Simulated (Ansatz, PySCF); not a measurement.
Three-fold rotor about C1–C2 in 1,1-difluoroethane (SMILES CC(F)F); single points on GFN2-xTB geometries with the dihedral held.
Staggered geometry (60°) (charge 0, multiplicity 1):
```xyz
8

C     -0.79076    -0.11158    -0.00720
C      0.71255     0.05738    -0.00751
F      1.05265     1.35662    -0.20035
F      1.23908    -0.29327     1.19265
H     -1.19077     0.21696    -0.96187
H     -1.03780    -1.15638     0.15569
H     -1.22060     0.49018     0.79025
H      1.22712    -0.53605    -0.77976
```

Frozen-core correlation. CBS: X⁻³ extrapolation of the correlation energy, Hartree–Fock from the larger set. MP2 and its Hartree–Fock in cc-pVQZ are density fitted. Rows in 6-31G* carry no dispersion term and start afresh at each structure (6-31G* with six Cartesian d functions).

The values were computed with Ansatz (a first-principles code) with Gaussian orbitals; PySCF for 6-31G* rows. Each number belongs to the level named beside it.

Energies above the staggered point (kcal/mol):

| dihedral (°) | PBE/def2-TZVPP | B3LYP/6-31G* | MP2/CBS(cc-pVTZ, cc-pVQZ) + ΔCCSD(T)/cc-pVTZ |
|---|---|---|---|
| 0 | 2.799 | 3.572 | 2.971 |
| 20 | 2.100 | 2.657 | 2.228 |
| 40 | 0.711 | 0.883 | 0.748 |
| 60 | 0.000 | 0.000 | 0.000 |
| 80 | 0.591 | 0.749 | 0.605 |
| 100 | 1.980 | 2.511 | 2.075 |
| 120 | 2.797 | 3.566 | 2.968 |

Moments of inertia of the two ends about the bond: 3.176 and 62.083 u Å².

Problem. Fit V = V₃/2 (1 − cos 3φ) + V₆/2 (1 − cos 6φ), φ counted from the staggered point, and estimate the harmonic torsional frequency.

Solution. 
V₃ is the energy at φ = 60°; at φ = 20° (mean of both sides) V = 0.25 V₃ + 0.75 V₆. The reduced moment I₁I₂/(I₁ + I₂) = 3.021 u Å² gives F = 16.8576/I = 5.580 cm⁻¹ (a rough rule where the frame isn't a symmetric top). Near the minimum V = kφ²/2 with k = (9V₃ + 36V₆)/2, and ω = √(2Fk), with 1 kcal/mol = 349.755 cm⁻¹.
- PBE/def2-TZVPP: V₃ = 2.80, V₆ = -0.065 kcal/mol, k = 3998 cm⁻¹/rad², ω = 211 cm⁻¹
- B3LYP/6-31G*: V₃ = 3.57, V₆ = -0.103 kcal/mol, k = 4972 cm⁻¹/rad², ω = 236 cm⁻¹
- MP2/CBS(cc-pVTZ, cc-pVQZ) + ΔCCSD(T)/cc-pVTZ: V₃ = 2.97, V₆ = -0.088 kcal/mol, k = 4121 cm⁻¹/rad², ω = 214 cm⁻¹

Measured: V3 of the three-fold top 1163 ± 2.5 cm⁻¹ = 3.33 kcal/mol [Ozier and Moazzen-Ahmadi, CRC Handbook].
